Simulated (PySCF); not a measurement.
## A small calculation by hand: oscillator strength and radiative lifetime

Ga(H)2(SMe) (CH5GaS), SMILES C[S][GaH2].

The structure is a stationary point at ωB97X-D3(BJ)/def2-SVP.

TDA-LC-ωPBE/def2-SVPD (PySCF) puts the first singlet state with f over 0.02 at 5.72 eV (vertical), with the transition dipole (-0.193, -0.792, 0.000) in atomic units.

**Question.** Find the oscillator strength, the wavelength and the radiative lifetime that this transition would have in vacuum if emission retraced absorption.

**Answer.** 
|μ|² = 0.6645 au, so |μ| = 2.07 D. ΔE = 5.72/27.211 = 0.2102 hartree. f = (2/3) ΔE |μ|² = 0.093 (the program prints 0.093).
λ = 1239.84/5.72 = 217 nm; ν = 46135 cm⁻¹.
Einstein's coefficient A = 0.6670 ν² f s⁻¹ (ν in cm⁻¹) = 1.3e8 s⁻¹, so τ = 1/A = 7.6 ns. This state is S1. The figure is the radiative limit of this one transition; relaxation, internal conversion, crossing to triplets and a medium change what is measured.
